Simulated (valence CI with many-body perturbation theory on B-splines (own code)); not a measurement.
## Forbidden lines of Ir XXXIX

Calculated by valence CI with perturbative core correlation (CI+MBPT): three valence electrons over a frozen Dirac-Fock core [Kr], radial functions for each j: 7 s, 7 p, 8 d, 6 f, 4 g, 1 h, with the one-electron correlation potential Σ1, the two-electron term Σ2, the three-electron term Σ3, Breit, model QED; selected CI, second order for the rest, scaled by the run's own slope (own B-spline code, finite nucleus).

No measured spectrum was set against this ion. As an estimate, large intervals hold to a few tenths of a per cent, small ones and those within an open d or f shell to about a per cent. The list stops below the first excitations out of the core.

Lines 1 to 50 of 53 in falling wavelength, among levels below 1085200 cm⁻¹, chosen from the decays that carry over 1 % of a level's rate. Wavelengths and rates use the calculated energies. Electric multipoles are in the length gauge, E1 and E2 with the static RPA response of the core. Weak lines are less certain than strong ones. Lines between different terms over intervals too small for the method are left out, as are lines whose strength nearly cancels. The highest levels of a list are the least certain.

Levels are named by their leading jj configuration (3d3/2^4 stands for four electrons in 3d with j = 3/2), which in mixed levels can hold well under half, so a name can repeat and another be missing. Letters in brackets count levels of one name in rising energy.

```tsv
λ vac (Å)	Upper	Lower	Type	A (s⁻¹)	Branch %
44480	(4d3/2^2 4d5/2) J=9/2	(4d3/2^2 4d5/2) J=7/2	M1	8.17e-02	99.7
2977	(4d3/2^2 4d5/2) J=7/2	(4d3/2^2 4d5/2) J=5/2 [a]	M1	5.18e+02	94.1
1341	(4d3/2^2 4d5/2) J=5/2 [b]	(4d3/2^2 4d5/2) J=7/2	M1	4.17e+02	3.2
1328	(4d3/2 4d5/2^2) J=7/2 [b]	(4d3/2 4d5/2^2) J=7/2 [a]	M1	9.56e+02	1.7
1135	(4d3/2^2 4d5/2) J=5/2 [b]	(4d3/2^2 4d5/2) J=3/2	M1	2.36e+03	18.2
1034	(4d3/2 4d5/2^2) J=3/2 [b]	(4d3/2 4d5/2^2) J=1/2	M1	2.07e+03	1.7
939.8	(4d3/2 4d5/2^2) J=3/2 [b]	(4d3/2 4d5/2^2) J=3/2 [a]	M1	3.37e+03	2.7
927.3	(4d3/2 4d5/2^2) J=3/2 [a]	(4d3/2^2 4d5/2) J=5/2 [b]	M1	3.22e+03	1.5
925.7	(4d5/2^3) J=3/2	(4d3/2 4d5/2^2) J=3/2 [b]	M1	4.66e+03	2.0
924.8	(4d3/2^2 4d5/2) J=5/2 [b]	(4d3/2^2 4d5/2) J=5/2 [a]	M1	6.84e+02	5.3
812.7	(4d3/2 4d5/2^2) J=5/2 [a]	(4d3/2^2 4d5/2) J=5/2 [b]	M1	1.88e+04	17.2
704.2	(4d5/2^3) J=5/2	(4d3/2 4d5/2^2) J=3/2 [b]	M1	1.19e+04	4.0
670.3	(4d3/2 4d5/2^2) J=5/2 [b]	(4d3/2^2 4d5/2) J=5/2 [b]	M1	2.82e+04	40.9
655.3	(4d5/2^3) J=9/2	(4d3/2 4d5/2^2) J=11/2	M1	7.14e+03	3.3
654.6	(4d3/2 4d5/2^2) J=7/2 [a]	(4d3/2^2 4d5/2) J=7/2	M1	3.30e+04	18.6
651.5	(4d3/2 4d5/2^2) J=7/2 [b]	(4d3/2^2 4d5/2) J=5/2 [b]	M1	6.84e+03	12.3
642.4	(4d3/2^2 4d5/2) J=5/2 [a]	(4d3/2^3) J=3/2	M1	9.35e+04	100.0
602.9	(4d3/2 4d5/2^2) J=9/2	(4d3/2^2 4d5/2) J=9/2	M1	6.43e+04	62.6
594.9	(4d3/2 4d5/2^2) J=9/2	(4d3/2^2 4d5/2) J=7/2	M1	3.84e+04	37.4
577.7	(4d5/2^3) J=3/2	(4d3/2 4d5/2^2) J=5/2 [b]	M1	7.20e+03	3.2
569.1	(4d3/2^2 4d5/2) J=3/2	(4d3/2^3) J=3/2	M1	7.54e+04	99.8
559.9	(4d3/2 4d5/2^2) J=3/2 [a]	(4d3/2^2 4d5/2) J=1/2	M1	2.23e+04	10.3
541.2	(4d5/2^3) J=9/2	(4d3/2 4d5/2^2) J=9/2	M1	8.57e+04	39.7
536.6	(4d3/2 4d5/2^2) J=7/2 [a]	(4d3/2^2 4d5/2) J=5/2 [a]	M1	1.45e+05	81.3
531.2	(4d3/2 4d5/2^2) J=1/2	(4d3/2^2 4d5/2) J=1/2	M1	1.30e+05	93.8
528.4	(4d3/2^2 4d5/2) J=7/2	(4d3/2^3) J=3/2	E2	3.27e+01	5.9
518.1	(4d3/2^2 4d5/2) J=1/2	(4d3/2^3) J=3/2	M1	2.84e+04	99.2
510.4	(4d3/2 4d5/2^2) J=3/2 [a]	(4d3/2^2 4d5/2) J=3/2	M1	1.30e+05	60.0
506.1	(4d3/2 4d5/2^2) J=5/2 [a]	(4d3/2^2 4d5/2) J=7/2	M1	4.87e+03	4.5
504.9	(4d3/2 4d5/2^2) J=11/2	(4d3/2^2 4d5/2) J=9/2	M1	4.26e+04	99.5
502.0	(4d5/2^3) J=3/2	(4d3/2 4d5/2^2) J=5/2 [a]	M1	7.56e+04	33.1
499.7	(4d5/2^3) J=9/2	(4d3/2 4d5/2^2) J=7/2 [a]	M1	1.21e+05	56.2
493.2	(4d5/2^3) J=5/2	(4d3/2 4d5/2^2) J=7/2 [b]	M1	2.83e+04	9.6
488.3	(4d5/2^3) J=3/2	(4d3/2 4d5/2^2) J=1/2	M1	5.35e+04	23.4
486.4	(4d3/2 4d5/2^2) J=1/2	(4d3/2^2 4d5/2) J=3/2	M1	7.60e+03	5.5
482.9	(4d5/2^3) J=5/2	(4d3/2 4d5/2^2) J=5/2 [b]	M1	4.53e+04	15.4
473.6	(4d3/2 4d5/2^2) J=5/2 [a]	(4d3/2^2 4d5/2) J=3/2	M1	7.29e+04	66.8
466.8	(4d3/2 4d5/2^2) J=3/2 [b]	(4d3/2^2 4d5/2) J=5/2 [b]	M1	7.31e+04	59.4
466.4	(4d5/2^3) J=3/2	(4d3/2 4d5/2^2) J=3/2 [a]	M1	8.54e+04	37.4
463.0	(4d3/2 4d5/2^2) J=3/2 [a]	(4d3/2^2 4d5/2) J=5/2 [a]	M1	5.96e+04	27.5
447.0	(4d3/2 4d5/2^2) J=5/2 [b]	(4d3/2^2 4d5/2) J=7/2	M1	3.57e+04	51.9
442.9	(4d3/2 4d5/2^2) J=7/2 [b]	(4d3/2^2 4d5/2) J=9/2	M1	2.02e+04	36.3
438.5	(4d3/2 4d5/2^2) J=7/2 [b]	(4d3/2^2 4d5/2) J=7/2	M1	2.29e+04	41.0
432.6	(4d3/2 4d5/2^2) J=5/2 [a]	(4d3/2^2 4d5/2) J=5/2 [a]	M1	1.13e+04	10.3
428.8	(4d5/2^3) J=5/2	(4d3/2 4d5/2^2) J=5/2 [a]	M1	7.42e+04	25.3
402.6	(4d5/2^3) J=5/2	(4d3/2 4d5/2^2) J=3/2 [a]	M1	8.43e+04	28.7
388.6	(4d3/2 4d5/2^2) J=5/2 [b]	(4d3/2^2 4d5/2) J=5/2 [a]	M1	3.78e+03	5.5
382.2	(4d3/2 4d5/2^2) J=7/2 [b]	(4d3/2^2 4d5/2) J=5/2 [a]	M1	4.35e+03	7.8
379.1	(4d3/2^2 4d5/2) J=5/2 [b]	(4d3/2^3) J=3/2	M1	9.40e+03	72.6
359.7	(4d5/2^3) J=5/2	(4d3/2 4d5/2^2) J=7/2 [a]	M1	4.57e+04	15.6
```
